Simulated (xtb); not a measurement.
xtb input:

```bash
xtb mol.xyz --gfn 2 --ohess tight --chrg 1 --uhf 0
```
mol.xyz:
```
5

C     -0.12597071    -0.00049708     0.00929366
Si     1.76036650     0.01381770     0.07226525
H     -0.48524809    -0.58544137    -0.82243340
H     -0.55603630     1.02090053    -0.11400359
H     -0.57850508    -0.42735401     0.91832003
```

Predict the final energy.

-4.90736 Eh (GFN2-xTB).
